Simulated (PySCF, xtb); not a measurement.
C₄H₅NSi, SMILES C#C[C@@H]([SiH3])C#N.

Harmonic wavenumbers (cm⁻¹) from xtb with GFN2-xTB at its own minimum, in rising order: 109, 111, 130, 156, 318, 348, 438, 516, 541, 553, 620, 660, 713, 760, 767, 780, 976, 1052, 1066, 1208, 2283, 2292, 2296, 2320, 2395, 2910, 3400.

**Question.** What does PySCF with PBE-D3(BJ)/def2-SVP give at its own minimum? (An estimate is asked for; the answer gives what the named calculation found.)

**Answer.** 115, 122, 153, 156, 345, 404, 438, 515, 564, 618, 629, 675, 730, 868, 903, 903, 929, 1033, 1041, 1234, 2168, 2182, 2202, 2216, 2286, 2963, 3407. Paired by order, the mean absolute difference is 49 cm⁻¹ and the zero-point energies are 42.5 and 42.6 kcal/mol.
